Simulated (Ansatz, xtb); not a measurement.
H2O2Si2: 4 structures ranked

4 gas-phase structures of H2O2Si2, found in a search over its isomers (lower ones may exist). Each was relaxed with GFN2-xTB:

A. `O=[SiH][SiH]=O`, a singlet
B. a singlet given by its coordinates
C. `O=[SiH]O[SiH]`, a singlet
D. a singlet given by its coordinates

D (Å):

```xyz
6

O    -0.1746   -0.7504    0.1022
O    -1.4383    1.1458   -0.1921
Si   -1.5416   -0.4167   -0.8421
Si   -0.0926    0.7934    0.7255
H     1.0737    1.4947    0.2354
H    -0.4027    0.8047    2.1383
```

Close contacts (Å): O1–Si3 1.69, O1–Si4 1.67, O2–Si3 1.70, O2–Si4 1.67, Si3–Si4 2.45, Si4–H5 1.45, Si4–H6 1.45.

B (Å):

```xyz
6

O    -1.7965   -0.3033    1.2764
O    -0.3154   -0.0529   -2.4248
Si   -0.0176    0.6708   -1.1433
Si   -0.5987    0.6190    1.3248
H     0.7379    0.1643    1.7350
H    -0.7223    2.0730    1.4946
```

Close contacts (Å): O1–Si4 1.51, O2–Si3 1.50, Si3–Si4 2.54, Si4–H5 1.47, Si4–H6 1.47.

Q: Which do you expect lowest at r2SCAN-D4/def2-SVP//GFN2-xTB, and how would the others follow?

A: Calculated order at r2SCAN-D4/def2-SVP//GFN2-xTB: D (0.0), C (54.5), B (83.8), A (86.2) kcal/mol.

Energies above the lowest of each column, in kcal/mol:

```
structure  GFN2-xTB  HF/STO-3G  r2SCAN-D4/def2-SVP//GFN2-xTB
        D       0.0        0.0                           0.0
        C       4.8       88.4                          54.5
        B      19.8      131.6                          83.8
        A       7.4      127.6                          86.2
```

Every level run on D puts it lowest or level with the lowest. Some further structures that were screened fall inside this span and aren't listed. Flexible structures stand in one conformer each, not always the lowest. Frequencies (r2SCAN-D4/def2-SVP) were run for D alone.

Over these structures GFN2-xTB departs from r2SCAN-D4/def2-SVP//GFN2-xTB by 24.1 kcal/mol on average once a common shift is removed. A GFN2-xTB relaxation took about 0.074 s and the r2SCAN-D4/def2-SVP//GFN2-xTB energy about 1 s on a shared host (Ansatz 0.2.0, xtb 6.7.1).
